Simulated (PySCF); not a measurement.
Gas-phase reaction: 4 GeCl2 + 4 ICl = GeI4 + 3 GeCl4

Computed with PySCF (xtb for GFN2) and rigid-rotor harmonic-oscillator thermochemistry at 1 bar. † marks an energy on the PBE0/def2-TZVP geometry and frequencies; other levels use their own. CCSD(T) freezes the core. All species are closed-shell singlets. I: scalar-relativistic def2 core potential, no spin-orbit coupling. Ge: all electrons, no relativistic terms. CCSD(T) isn't extrapolated to the basis-set limit.

```tsv
level	ΔH°(298 K), kJ
CCSD(T)/def2-SVP†	[?]
GFN2-xTB	-543
PBE/def2-SVP	[?]
r2SCAN/def2-TZVP†	-1055
LDA/def2-TZVP†	[?]
ωB97M-V/def2-TZVP†	-1002
```

**Question.** What belongs in the gaps?

**Answer.** 
- CCSD(T)/def2-SVP†, ΔH°(298 K), kJ: -1128
- PBE/def2-SVP, ΔH°(298 K), kJ: -956
- LDA/def2-TZVP†, ΔH°(298 K), kJ: -1058
